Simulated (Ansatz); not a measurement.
`C[Se][SnH2][Cl]` + CH₃SH → `C[S][SnH2][Cl]` + `C[SeH]` at 500 K and 1 bar (ligand exchange at the Sn–Se bond).

Gas-phase electronic energies from Ansatz, PBE0-D4/def2-TZVP geometries. CBS: MP2 limit from def2 TZ/QZ plus the TZ coupled-cluster correction, frozen cores. This one scheme is used for every species. def2 core potentials past Kr. For Se, Sn outer-core shells are correlated without core-valence functions, which leaves a few kJ/mol of doubt a bond. Scalar relativity is left out up to krypton. Each species was taken in one conformer, which may not be the lowest.

```tsv
species	CCSD(T)/CBS energy (Eh)	H − E (kJ/mol)	S (J/(mol·K))
`C[Se][SnH2][Cl]`	-3115.63330	186.6	450.2
CH₃SH	-438.22835	145.1	283.7
`C[S][SnH2][Cl]`	-1112.69775	187.7	433.6
`C[SeH]`	-2441.15625	142.1	299.3
```

H − E and S are ideal-gas, rigid-rotor, harmonic terms from PBE0-D4/def2-TZVP, for one conformer and one mirror image of each species. 1 Eh = 2625.50 kJ/mol, R = 8.31446 J/(mol·K).

Problem. By hand: ΔE, ΔH, ΔS and ΔG.

Solution. ΔE = (-1112.69775) + (-2441.15625) − (-3115.63330) − (-438.22835) = 0.00765 Eh = 20.1 kJ/mol. Δ(H − E) = 187.7 + 142.1 − 186.6 − 145.1 = -1.9, so ΔH = 18.2 kJ/mol. ΔS = 433.6 + 299.3 − 450.2 − 283.7 = -1.0 J/(mol·K). ΔG = 18.2 − 500 × (-1.0)/1000 = 18.7 kJ/mol.

Problem. By hand: the equilibrium constant, and the temperature at which ΔG would vanish if ΔH and ΔS stayed fixed.

Solution. log₁₀ K = −ΔG/(RT ln 10) = -2.0. ΔH and −TΔS have one sign here, so there is no such temperature.

The number of gas molecules stays the same, so ΔS is small and ΔH decides. A doubt of 5 kJ/mol in ΔE shifts log₁₀ K by 0.5 here. Other conformers and mirror images would add mixing entropy, several J/(mol·K) or more a flexible species. Modes under 60 cm⁻¹, often nearly free rotors, make the harmonic entropy too high. These are equilibria of isolated gas molecules and say nothing of rates. Largest T1 diagnostic: 0.012 (customary marks: 0.02 for closed shells, 0.045 for open ones).

ΔS is within the doubt of such terms, so its sign, and with it that verdict, could turn.
